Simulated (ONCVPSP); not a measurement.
**Varying the ONCV potential for Cr**

Base potential:

* Element: Cr
* Generator: ONCVPSP 4.0.1
* Type: optimised norm-conserving Vanderbilt (ONCV)
* Functional: PBE
* Relativity: fully relativistic
* Frozen core: [Ne]
* Valence charge: 14
* Reference configuration: 3s2 3p6 3d5 4s0.75 (charge +0.25)
* Partial waves: 3s+4s: rc 1.75 bohr, ncon 4, nbas 7, qcut 6.4 1/bohr, 2 projectors; 3p: rc 0.90 bohr, ncon 3, nbas 6, qcut 10.3 1/bohr, 1 projector; 3d: rc 1.05 bohr, ncon 5, nbas 10, qcut 7.7 1/bohr, 2 projectors, debl 3.1 Ha
* Local potential: polynomial inside 0.70 bohr (lpopt 5, dvloc0 4 Ha)
* Core correction: Teter function, fcfact 5.5, rcfact 1.65

Open shells are filled in proportion to 2j + 1.

Cutoffs, loose and tight: the cutoffs (Ha) at which the residual kinetic energy of the hardest occupied pseudo-wave falls to 1 and 0.1 mHa per electron. They do not see the model core or the augmentation charge, which bear on the density cutoff. Test errors are all-electron minus pseudo excitation energies from the reference, over the configurations 3s2 3p6 3d5 4s1; 3s2 3p6 3d5 4s0; 3s2 3p6 3d4 4s0; 3s2 3p6 3d4 4s1. A dash means not determined; rows that change the core or the reference have their own tests.

```tsv
change	outcome	cutoff, loose	cutoff, tight	bound ghosts	GHOST(+) flags above zero	largest test error (meV)
base	generated	329 Ha	361 Ha	none	none	+3.2
s: qcut 3.7	generated	329 Ha	361 Ha	none	none	+3.3
s: qcut 4.4	generated	329 Ha	361 Ha	none	none	+3.3
s: qcut 5.2	generated	329 Ha	361 Ha	none	none	+3.3
s: qcut 5.6	generated	329 Ha	361 Ha	none	none	+3.2
s: qcut 6.5	generated	329 Ha	361 Ha	none	none	+3.2
s: qcut 6.9	generated	329 Ha	361 Ha	none	none	+3.2
s: qcut 7.7	generated	329 Ha	361 Ha	none	s	+3.1
s: qcut 8.1	generated	329 Ha	361 Ha	none	s	+3.1
s: qcut 9	generated	329 Ha	361 Ha	none	s	+3.1
s: qcut 9.6	generated	329 Ha	361 Ha	none	none	+3.1
```

Reading the sweep of the qcut of the s channel (base included, trends over the rows without a ghost): The loose cutoff stays near 329 Ha. The median size of the test errors (rows with all tests solved) stays near 1.1 meV.
